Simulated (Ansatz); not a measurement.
```xyz
2

Cu   -0.0420   -0.0203   -0.0312
H    -0.0469   -0.0052    1.4103
```

Basis set: aug-cc-pVDZ (spherical functions). Left uncorrelated: 5 orbitals. Charge 0, multiplicity 1.

Computed with Ansatz (development build ahead of 0.2.0); each method stands on the lowest determinant of its kind that the runs found. Restricted open shells among the atoms or ions are ROHF, correlated in semicanonical orbitals with singles.

Task: Give the atomization energy at this shape (free ground-state atoms in the same class of orbitals less the molecule, no zero-point energy) of singlet CuH by RHF-MP2, RHF.

Result:

```json
{"method": "RHF-MP2", "atomization energy": "266.6 kJ/mol"}
{"method": "RHF", "atomization energy": "127.7 kJ/mol"}
```
